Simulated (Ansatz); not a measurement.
`O[B](F)[AlH][F]` and `OB(F)Br` differ in one atom or group.

Ansatz, PBE0-D4/def2-TZVP geometries, multiplicity 1. Each molecule was computed in one conformer, which needn't be the lowest.

Scalar relativity is left out up to krypton.

| property | `O[B](F)[AlH][F]` |
| --- | --- |
| ideal-gas entropy at 298 K and 1 bar (rigid rotor, harmonic PBE0-D4/def2-TZVP) / J/(mol·K) | 339 |
| size of the dipole moment (PBE/def2-TZVPP) / D | 0.63 |
| HOMO energy (PBE/def2-TZVPP) / eV | -6.64 |
| zero-point energy (PBE0-D4/def2-TZVP) / kJ/mol | 82.3 |
| HOMO–LUMO gap (ωB97M-V/def2-TZVPP) / eV | 9.74 |
| LUMO energy (PBE/def2-TZVPP) / eV | -2.89 |

**Question.** What does the change do to each property? (An estimate is asked.)

**Answer.** Computed: 
```tsv
property	`OB(F)Br`	shift
ideal-gas entropy at 298 K and 1 bar (rigid rotor, harmonic PBE0-D4/def2-TZVP) / J/(mol·K)	296	-43
size of the dipole moment (PBE/def2-TZVPP) / D	1.80	1.17
HOMO energy (PBE/def2-TZVPP) / eV	-7.45	-0.81
zero-point energy (PBE0-D4/def2-TZVP) / kJ/mol	59.8	-22.5
HOMO–LUMO gap (ωB97M-V/def2-TZVPP) / eV	12.89	3.15
LUMO energy (PBE/def2-TZVPP) / eV	-0.79	2.10
```

With PBE0 the HOMO falls by 0.86 eV and the LUMO rises by 2.36 eV, so the gap widens by about 3.22 eV. PBE moves the HOMO by -0.81 eV and ωB97M-V by -0.98 eV. The zero-point energy changes by -22.5 kJ/mol with -6 modes. Dipoles are sizes alone; their direction can turn.

Spin–orbit coupling is left out; it splits and shifts lone-pair levels of the heavy atoms by tenths of an eV.
